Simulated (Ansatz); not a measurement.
Compare A (`BC1C[SiH2]1`) with its isomer B (`CC1B[SiH2]1`).

Program: Ansatz. Geometries: PBE0-D4/def2-TZVP. ΔE: electronic, gas phase. CCSD(T)/CBS is the MP2 limit (def2-TZVPP, def2-QZVPP) plus CCSD(T) − MP2 in def2-TZVPP, frozen cores. Functionals use def2-TZVPP. B3LYP here is the variant with VWN-RPA as its local correlation; programs differ in this.

(1) Which isomer does CCSD(T)/CBS put lower? Give the gap. (An estimate is asked.)

(2) Give E(B) − E(A) in kJ/mol with HF/def2-TZVPP, CCSD(T)/def2-SVP, CCSD/def2-TZVPP, r2SCAN-D4, B2PLYP, CCSD(T)/def2-TZVPP, B3LYP-D4. (An estimate is asked.)

(3) Does the order hold for the free energy at 298.15 K (harmonic terms from PBE0-D4)? (An estimate is asked.)

Largest T1 diagnostic: 0.013.

Results:

(1) Computed: A, by 72.9 kJ/mol.

(2) The calculation gave: HF/def2-TZVPP 78.3, CCSD(T)/def2-SVP 61.9, CCSD/def2-TZVPP 74.2, r2SCAN-D4 73.1, B2PLYP 71.0, CCSD(T)/def2-TZVPP 72.4, B3LYP-D4 68.8. None reverses the order clearly.

(3) Ansatz gave: Yes: G(B) − G(A) = +72.5 kJ/mol.

At CCSD(T), def2-SVP lies −10.9 kJ/mol from the extrapolated value and def2-TZVPP −0.5 kJ/mol. From PBE to PBE0 (25 % exact exchange), in def2-TZVPP and without D4, E(B) − E(A) moves by +7.3 kJ/mol.
